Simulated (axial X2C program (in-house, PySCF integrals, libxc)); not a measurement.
## Low determinants of RuF at the PBE0 level, without spin–orbit coupling

All values were computed with an in-house relativistic program for diatomic molecules. Spin-free means the one-electron spin-free X2C Hamiltonian. Basis: Ru dyall-cv3z [12s12p8d5f3g], F dyall-av3z [7s6p3d2f] (cores contracted in-house); Gaussian nuclei, density fitting, unrestricted open shells. Masses: Ru 101.904 u, F 18.998 u.

Search at 1.890 Å (vertical energies from the lowest determinant):

```
ΔE (eV)             state  electrons beyond evenly filled partner blocks  electrons in σ, π, δ, φ
   0.00  M_S = 3/2, Λ = 3               σα, π+α, π+β, π-α, δ+α, δ+β, δ-α                23 23 7 0
   0.02  M_S = 3/2, Λ = 2                        π+α, π-α, δ+α, δ+β, δ-α                24 22 7 0
   0.05  M_S = 3/2, Λ = 0                                   σα, π+α, π-α                23 22 8 0
   0.13  M_S = 3/2, Λ = 1               σα, π+α, π-α, π-β, δ+α, δ+β, δ-α                23 23 7 0
   0.17  M_S = 3/2, Λ = 0                                   σα, δ+α, δ-α                23 24 6 0
   0.17  M_S = 5/2, Λ = 2                2 × σα, π+α, π-α, δ+α, δ+β, δ-α                24 22 7 0
   0.67  M_S = 3/2, Λ = 1                        π+α, π+β, π-α, δ+α, δ-α                24 23 6 0
```

Lowest determinant, M_S = 3/2, Λ = 3 (beyond evenly filled blocks: σα, π+α, π+β, π-α, δ+α, δ+β, δ-α): Re = 1.901 Å, ωe = 562.8 cm⁻¹.

The determinant in row 2 of the search, M_S = 3/2, Λ = 2 (beyond evenly filled blocks: π+α, π-α, δ+α, δ+β, δ-α), was followed along the bond at PBE0; measured from the minimum of the lowest determinant it gives:

Te = 0.024 eV (196 cm⁻¹), Re = 1.901 Å, ωe = 546.3 cm⁻¹.

(1) Compare the bond of the determinant in row 2 with that of the lowest one.

The search compares states at one distance, so a state with another bond length can lie lower; it is not exhaustive and yields mostly the lowest determinant of each block pattern, so other components and higher states of one pattern are missing. These are energies of single determinants, not of spin-adapted states; PBE0 term energies can be off by some tenths of an eV, and the functional has no current term. The lowest determinant need not be the ground state where others lie within half an eV.

## Answers

(1) At PBE0 its Re is the same within 0.001 Å and its force constant, which goes as ωe², is 0.94 times that of the lowest determinant. T0 ≈ Te + Δωe/2 = 196 + (-8) = 188 cm⁻¹.
